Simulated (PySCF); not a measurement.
**HgO⁻: from constants to spectrum**

UHF-SCS-MP2 constants of HgO⁻, ²Σ⁺ (doublet), unpaired electrons σ ↑ (PySCF, scalar-relativistic core potentials, basis sets Hg def2-SVPD with ECP60, O def2-SVPD; masses 201.9706 and 15.9949 u):

```
ωe   : 201.7 cm⁻¹
ωexe : 2.13 cm⁻¹
Be   : 0.1988 cm⁻¹
αe   : 0.00247 cm⁻¹
```

Question: What force constant and bond length do these constants imply?

Answer: Reduced mass μred = 14.821 u; k = 5.8918×10⁻⁷·μred·ωe² (u, cm⁻¹, mdyn/Å) = 0.355 mdyn/Å; Re = √(16.8576/(μred·Be)) (u, cm⁻¹, Å) = 2.392 Å.

Question: Estimate the centrifugal constant D from the Kratzer relation and find the Dunham coefficient a1.

Answer: D = 4Be³/ωe² = 7.72e-07 cm⁻¹; a1 = −1 − αeωe/(6Be²) = -3.10.

Correlated steps freeze 1 core orbital. These are scalar-relativistic numbers at best; spin–orbit coupling would shift them, the dissociation energy most. The state was picked by a PBE0 search and need not be the measured ground state.
